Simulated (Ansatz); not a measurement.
Geometry optimisation, Ansatz 0.2.0, RKS B3LYP-D4/def2-mTZVP.

input.yaml

```yaml
crystal:
  periodic: [false, false, false]
  atoms:
    - { symbol: Zn, position_ang: [0.958983, -0.462196, -0.445214] }
    - { symbol: O, position_ang: [-0.24546, 0.229591, 2.191713] }
    - { symbol: H, position_ang: [-0.861606, -0.279961, 2.728805] }
    - { symbol: O, position_ang: [-0.389892, -0.326351, -1.619914] }
    - { symbol: H, position_ang: [-0.108339, -0.386735, -2.544078] }
    - { symbol: S, position_ang: [2.692828, -0.748991, 0.962997] }
    - { symbol: H, position_ang: [2.570978, -2.098739, 0.973273] }
    - { symbol: H, position_ang: [0.648107, -0.109519, 2.436317] }
basis:
  gaussian: { orbitals: def2-mTZVP }
hamiltonian:
  xc: b3lyp
  dispersion: d4
relax:
  f_tol: 0.03
  max_steps: 50
```

Command:

```bash
$ ansatz run input.yaml --threads 4 --pin off --max-ram 5120MiB --backend cpu --events-out ev --progress --plain --runs-dir out
```

**Question.** Where does it end, and by what steps?

**Answer.** The run converged. After 20 steps the energy has fallen by 0.390 eV; H3 moved furthest, 1.65 Å. Joined: Zn1–O2 (2.98 → 2.21 Å).

```tsv
step	energy less start (eV)	largest force component (eV/Å)	accepted
0	0.0000	0.835	yes
1	-0.0523	1.004	yes
2	-0.1262	1.127	yes
3	-0.1836	1.386	yes
4	-0.2387	0.598	yes
5	-0.2573	0.349	yes
6	-0.2630	0.787	yes
7	-0.2833	0.294	yes
8	-0.2939	0.185	yes
9	-0.3170	0.104	yes
10	-0.3076	0.963	no
11	-0.3318	0.103	yes
12	-0.3439	0.276	yes
13	-0.3570	0.333	yes
14	-0.3701	0.186	yes
15	-0.3545	0.992	no
16	-0.3818	0.104	yes
17	-0.3881	0.034	yes
18	-0.3894	0.032	yes
19	-0.3894	0.025	no
20	-0.3897	0.010	yes
```

```xyz
8
Properties=species:S:1:pos:R:3
Zn 1.104 -0.647 0.286
O -0.138 0.347 1.822
H -0.895 0.354 1.205
O -0.440 -0.389 -0.666
H -0.437 -0.518 -1.621
S 3.077 -1.216 1.058
H 3.415 -1.978 -0.011
H -0.422 -0.135 2.611
```

Whether the end is a true minimum wasn't checked by a vibrational analysis.

Run time: 48 s on 4 threads of Intel(R) Xeon(R) Platinum 8259CL CPU @ 2.50GHz (Skylake/Cascade Lake) (shared host), peak memory 0.3 GiB.
